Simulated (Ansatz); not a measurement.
Geometry optimisation, RKS r2SCAN-D4/def2-SVP in Ansatz.

The input (input.yaml):

```yaml
crystal:
  periodic: [false, false, false]
  atoms:
    - { symbol: Ge, position_ang: [-0.6957, 0.0368, -0.1129] }
    - { symbol: F, position_ang: [0.8318, -0.759, 1.1086] }
    - { symbol: H, position_ang: [-1.3671, 0.7982, -1.2718] }
    - { symbol: H, position_ang: [-1.045, 0.7372, 1.1653] }
    - { symbol: H, position_ang: [-0.9739, -1.4231, -0.3103] }
    - { symbol: H, position_ang: [1.6379, -0.2021, 0.4235] }
    - { symbol: Cl, position_ang: [1.612, 0.812, -1.0023] }
basis:
  gaussian: { orbitals: def2-SVP }
hamiltonian:
  xc: r2scan
  dispersion: d4
relax:
  f_tol: 0.15
  max_steps: 25
  restrain:
    - { distance: [0, 6], at: 2.22, k: 30.0 }
    - { distance: [5, 1], at: 0.88, k: 30.0 }
    - { distance: [0, 1], at: 3.07, k: 30.0 }
    - { distance: [5, 6], at: 2.63, k: 30.0 }
```

Run as:

```bash
$ ansatz run input.yaml --threads 2 --pin off --max-ram 3072MiB --backend cpu --events-out ev --progress --plain --runs-dir out
```

Task: Where does it end, and by what steps?

Result: It converged. The restraints hold the end off the free minimum. After 7 steps the energy has fallen by 1.227 eV (the restraints' own energy left out); H6 moved furthest, 0.69 Å. Joined: F2–H6 (1.20 → 0.91 Å).

| step | energy less start (eV) | largest force component (eV/Å) | accepted |
| --- | --- | --- | --- |
| 0 | 0.0000 | 2.369 | yes |
| 1 | -0.4246 | 2.018 | yes |
| 2 | -0.4534 | 3.315 | yes |
| 3 | -0.8455 | 2.326 | yes |
| 4 | -1.1999 | 0.838 | yes |
| 5 | -1.2131 | 0.956 | yes |
| 6 | -1.2114 | 0.805 | no |
| 7 | -1.2272 | 0.726 | yes |

```xyz
7
Properties=species:S:1:pos:R:3
Ge -0.787 0.270 -0.413
F 1.261 -0.999 1.492
H -1.764 0.854 -1.434
H -0.986 0.869 0.977
H -0.799 -1.257 -0.419
H 1.864 -0.644 0.906
Cl 1.212 0.906 -1.110
```

The run took 10 s on 2 threads of Intel(R) Xeon(R) 6975P-C (Granite Rapids) (shared host), peak memory 0.16 GiB.
